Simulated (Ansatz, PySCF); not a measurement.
Species: CHI₂ (charge 0, doublet). SMILES: I[CH]I
Coordinates optimised at B3LYP-D3(BJ)/def2-TZVP (Ansatz, a first-principles code):
```
C
H 1 1.0796
I 1 2.0585 2 116.43
I 1 2.0585 2 116.43 3 158.73
```
Charge 0, spin multiplicity 2.

Wanted: size of the dipole moment, in D. Conventions: LANL2DZ with its own core potentials from Na on; spin-orbit terms left out; def2 sets with scalar-relativistic core potentials past Kr; six Cartesian d functions in 6-31G* and its kin unless marked 5d; UHF or UKS for open shells; no dispersion term unless named. Ab initio and DFT rows: single points at B3LYP-D3(BJ) geometries (Ansatz).

```tsv
level	program	size of the dipole moment (D)
PBE/6-31G* with LANL2DZ past Ar	Ansatz	0.59
BLYP/6-31G* with LANL2DZ past Ar	Ansatz	0.56
BP86/6-31G* with LANL2DZ past Ar (5d)	PySCF	0.59
B3LYP/def2-SVP	Ansatz	0.42
B3LYP/6-31G* with LANL2DZ past Ar	Ansatz	0.60
PBE0/6-31G* with LANL2DZ past Ar	Ansatz	0.65
```

No value to compare with is used here. The 6 habitual levels span 0.42 (B3LYP/def2-SVP) to 0.65 D (PBE0/6-31G* with LANL2DZ past Ar).

The levels are drawn from those run, B3LYP/6-31G* more often than the rest, none by its result; left out are runs that failed, that the program found above a lower state of the same kind, or whose <S^2> lies over 0.5 above the pure value.
